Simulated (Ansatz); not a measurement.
Isomers of H6Si3. Gas-phase values, no solvent. Strings in code marks are SMILES.

Quantity: electronic energy of isomers of H6Si3 relative to `[SiH2]1[SiH2][SiH2]1`, in kcal/mol. The restricted reference of `[SiH2]=[SiH][SiH3]` is unstable towards unrestricted orbitals.

Case: `[SiH2]=[SiH][SiH3]`. Geometry of `[SiH2]=[SiH][SiH3]` (neutral, multiplicity 1, Å):

```xyz
9

Si     1.9682    -0.3822     0.6560
Si     0.3632     0.8890    -0.0059
Si    -1.6723    -0.1105    -0.5138
H      2.0135    -1.7919     0.2174
H      3.2884     0.1323     1.0760
H      0.3585     2.2893     0.4765
H     -1.4097    -1.5507    -0.7400
H     -2.6604     0.0475     0.5803
H     -2.2494     0.4773    -1.7466
```

**Question.** Estimate the electronic energy of isomers of H6Si3 relative to `[SiH2]1[SiH2][SiH2]1` that frozen-core CCSD(T) with HF/cc-pVQZ and the correlation energy extrapolated as X^-3 from cc-pVTZ and cc-pVQZ // B3LYP-D3(BJ)/def2-TZVP (Ansatz, an electronic-structure program) returns for this input.

**Answer.** 10.2 kcal/mol.
